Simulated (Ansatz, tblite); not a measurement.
Spin states of Rb₂F₃⁻, each relaxed with PBE0-D4/def2-SVPD in Ansatz. Electronic energies in the gas phase.

In the def2 sets Rb takes a core potential, while STO-3G treats all electrons; there is no spin–orbit coupling. The xTB rows come from tblite. B3LYP takes the VWN-RPA correlation. Correlated methods freeze 3 core orbitals; core or outer-core shells of Rb are correlated, in sets that lack core-valence functions. HOMO above LUMO, or a gap near zero within one spin, warns that the state may not be the lowest or that an electron is smeared out. In the quintet geometry the species has come apart into loosely held pieces. In the quintet, F3 and F4 lie 1.96 Å apart (atoms count from 1), so these atoms are partly bonded to each other. The structure comes from a short search, and lower isomers may exist.

Singlet geometry:

Cartesian coordinates in Å:
```
Rb -1.9070 1.7385 0.7462
Rb 0.7703 -0.7082 -0.3103
F -2.0132 -0.6466 0.0483
F 0.5563 1.9675 0.4943
F 2.5936 -2.3512 -0.9786
```

Triplet geometry (C2v within 0.1 Å):

Cartesian coordinates in Å:
```
Rb -0.918 -2.669 0.916
Rb 0.331 0.963 -0.328
F -1.825 -0.351 -0.145
F 1.315 -1.167 0.624
F 1.097 3.223 -1.067
```

Quintet geometry:

```xyz
5

Rb    0.106    3.742    2.051
Rb   -0.367   -0.799   -0.170
F     0.185    1.038    1.772
F    -0.195    1.917    0.058
F     0.271   -5.898   -3.710
```

⟨S²⟩: triplet 2.01 at PBE0-D4/def2-TZVPD (pure 2.00), quintet 6.01 at PBE0-D4/def2-TZVPD (pure 6.00).

Run but left out: LDA (SPW92)/def2-TZVPD (quintet: an occupied level 0.02 eV above an empty one).

Only these spin states were relaxed. The quintet has fallen apart into loose fragments. The quintet has other bonds than the singlet, so the gap mixes isomer and spin.

| level | triplet − singlet (kJ/mol) | quintet − singlet (kJ/mol) | lowest of these | remarks |
| --- | --- | --- | --- | --- |
| GFN2-xTB | 384.6 | 1169.2 | singlet | – |
| r2SCAN-D4/def2-TZVPD | 334.3 | 825.2 | singlet | HOMO above zero (quintet), HOMO above zero (triplet), gap within one spin near zero (quintet), gap within one spin near zero (triplet) |
| B3LYP-D4/def2-TZVPD | 380.9 | 853.6 | singlet | HOMO above zero (quintet), HOMO above zero (triplet) |
| CAM-B3LYP-D4/def2-TZVPD | 449.9 | 884.3 | singlet | HOMO above zero (triplet) |

(1) Estimate the rows for HF/STO-3G, PBE-D4/def2-TZVPD, PBE0-D4/def2-TZVPD, RPA@PBE/def2-TZVPD.

Results:

(1) 
```csv
level,triplet − singlet (kJ/mol),quintet − singlet (kJ/mol),lowest of these,remarks
HF/STO-3G,233.7,396.7,singlet,"HOMO above zero (quintet), HOMO above zero (singlet), HOMO above zero (triplet)"
PBE-D4/def2-TZVPD,310.5,813.0,singlet,"HOMO above zero (quintet), HOMO above zero (triplet), gap within one spin near zero (quintet), gap within one spin near zero (triplet)"
PBE0-D4/def2-TZVPD,384.3,825.2,singlet,"HOMO above zero (quintet), HOMO above zero (triplet)"
RPA@PBE/def2-TZVPD,262.0,719.3,singlet,–
```

The xTB methods have no term that favours high spin, so they put low spin too low.
